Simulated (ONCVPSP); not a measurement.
**Se (Z = 34): excitation energies, all-electron against ONCV**

* Element: selenium
* Generator: ONCVPSP 4.0.1
* Type: optimised norm-conserving Vanderbilt (ONCV)
* Functional: LDA (Perdew-Zunger)
* Relativity: scalar-relativistic
* Frozen core: [Ne]
* Valence charge: 24
* Reference configuration: 3s2 3p6 3d10 4s2 4p3.75 (charge +0.25)
* Partial waves: 3s+4s: rc 1.15 bohr, ncon 4, nbas 7, qcut 12.8 1/bohr, 2 projectors; 3p+4p: rc 1.15 bohr, ncon 5, nbas 9, qcut 10.3 1/bohr, 2 projectors; 3d: rc 0.60 bohr, ncon 4, nbas 8, qcut 22.2 1/bohr, local; f scattering state at 0.2 Ha: rc 0.95 bohr, ncon 4, nbas 7, qcut 12.2 1/bohr, 2 projectors, debl 2 Ha
* Local potential: the d channel
* Core correction: Teter function, fcfact 3.75, rcfact 1.55

Energies are relative to the spin-unpolarised reference configuration 3s2 3p6 3d10 4s2 4p3.75; without spin polarisation the order of configurations can differ from experiment.

| valence configuration | charge | ΔE all-electron (eV) | error AE − PS (meV) |
| --- | --- | --- | --- |
| 3s2 3p6 3d10 4s2 4p4 | 0 | -1.925 | +0.2 |
| 3s2 3p6 3d10 4s2 4p3 | +1 | 9.083 | -1.1 |

Question: What are ΔE and the potential's error for 3s2 3p6 3d10 4s2 4p2?

Answer: ΔE = 29.642 eV all-electron; the error (AE − PS) is -3.5 meV.

Question: What are ΔE and the potential's error for 3s2 3p6 3d9 4s2 4p5?

Answer: ΔE = 49.877 eV all-electron; the error (AE − PS) is -5.0 meV.
